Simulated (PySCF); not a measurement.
# Dipole moment and polarisability of `C#CC#CCC(N)=O`

C₆H₅NO.
Cartesian coordinates in Å at the GFN2-xTB level; atoms count from 1:
```xyz
13
C6H5NO angstrom
C      3.7506    1.1318    0.0134
C      2.6734    0.6005   -0.0749
C      1.4529    0.0102   -0.1678
C      0.3731   -0.5231   -0.2615
C     -0.9269   -1.1359   -0.3412
C     -1.9813   -0.5012    0.5740
N     -1.7016    0.7566    0.9724
O     -2.9956   -1.0830    0.8771
H      4.6916    1.5871    0.0871
H     -1.3089   -1.0661   -1.3656
H     -0.8626   -2.1975   -0.0864
H     -2.3455    1.2277    1.5855
H     -0.8236    1.1935    0.7486
```

Level: B3LYP/def2-SVPD (PySCF), static field, nuclei fixed, core orbitals frozen in the response. The polarisability tensor in these axes (au):

```
x   136.16  32.45  -3.98
y    32.45  75.10   4.82
z    -3.98   4.82  55.47
```

Task: Diagonalise the tensor; give its mean and Δα, where Δα² is half the sum of the squared differences of the eigenvalues.

Result: Principal values 51.62, 64.89 and 150.22 au; mean 88.91 au = 13.18 Å³ = 14.66 × 10⁻⁴⁰ C²·m²/J; Δα = 92.68 au (104 % of the mean).

Task: What is the dipole moment, and where does it point?

Result: (2.32, 2.20, -0.43) D, 3.23 D in size, pointing from the negative to the positive side. Measured along this direction, the outermost atoms are O8 at the negative end and H9 at the positive end.

Task: Find the Langevin capture rate constant for O2+ (31.990 u) meeting this molecule (107.037 u), k = 2.342 × 10⁻⁹ cm³/s × √(α in Å³ / reduced mass in u).

Result: The reduced mass is 24.63 u, so k = 1.71 × 10⁻⁹ cm³/s. The formula leaves out the permanent dipole, which adds to the capture rate.

Task: How large is μ²/3kT at 298 K beside α?

Result: In Gaussian units μ²/3kT = 84.31 Å³ against 13.18 Å³, a ratio of 6.40; the Debye molar polarisation (4π/3)N_A(α + μ²/3kT) is 245.9 cm³/mol, leaving out the vibrational part.

Task: Directions of the eigenvectors, and the extent of the frame along each?

Result: Largest value along (0.92, 0.40, -0.02), where the nuclei span 8.13 Å; middle along (-0.32, 0.78, 0.54), 4.05 Å; least along (0.23, -0.49, 0.84), 1.73 Å. The response follows the extents in order.

Task: Sum over states: ᾱ = Σ f/ω², ω in Eh. What share falls to these 8 lowest TDDFT singlets (eV, f)? 4.66, 0.0013; 4.82, 0.0007; 4.85, 0.0081; 5.62, 0.0167; 5.85, 0.1235; 5.97, 0.0222; 6.07, 0.0055; 6.23, 0.0198.

Result: They add up to 4.34 au, 4.9 % of the 88.91 au; the largest single term is 2.67 au, from the state at 5.85 eV. Terms in order: 0.04, 0.02, 0.26, 0.39, 2.67, 0.46, 0.11, 0.38 au. Higher excitations give the rest. The strengths listed sum to 0.198.

Task: What depolarisation ratio follows for Rayleigh scattering of linearly polarised light, taking the static tensor?

Result: ρ = 3Δα²/(45ᾱ² + 4Δα²) = 25766.4/(355722 + 34355.2) = 0.0661.

One conformer (not necessarily the lowest) at the GFN2-xTB geometry, without solvent, vibrations or thermal averaging.
